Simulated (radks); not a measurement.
Results of a calculation; reference values are marked as such.
The mean radii <r> (bohr) of the occupied orbitals of an atom or ion are listed with their occupations. Code: a radial shooting solver on a logarithmic mesh with Libxc functionals. Model: Dirac Kohn-Sham, PBE, spin-unpolarised, spherical densities, finite nucleus; Fermi nuclear charge, rms radius of each element as measured or else 0.836 A^(1/3) + 0.57 fm.

| orbital | occ. | <r> |
|---|---|---|
| 1s1/2 | 2 | 0.03609 |
| 2s1/2 | 2 | 0.1577 |
| 2p1/2 | 2 | 0.1346 |
| 2p3/2 | 4 | 0.1391 |
| 3s1/2 | 2 | 0.4425 |
| 3p1/2 | 2 | 0.4379 |
| 3p3/2 | 4 | 0.4483 |
| 3d3/2 | 4 | 0.4293 |
| 3d5/2 | 6 | 0.4328 |
| 4s1/2 | 2 | 1.105 |
| 4p1/2 | 2 | 1.184 |
| 4p3/2 | 3 | 1.206 |

Name the element and its charge. Open shells, if any, fill j = l - 1/2 first.

Answer. Z = 41, niobium, charge +6: Nb6+ in [Ar] 3d10 4s2 4p5. The 1s radius gives Z: for a bare nucleus <r> = (2 gamma + 1)/(2Z) with gamma = sqrt(1 - (Z/c)^2), 0.03547 bohr for Z = 41, and screening makes it slightly larger (0.03609 here). The occupations add up to 35, and the charge is Z minus that.
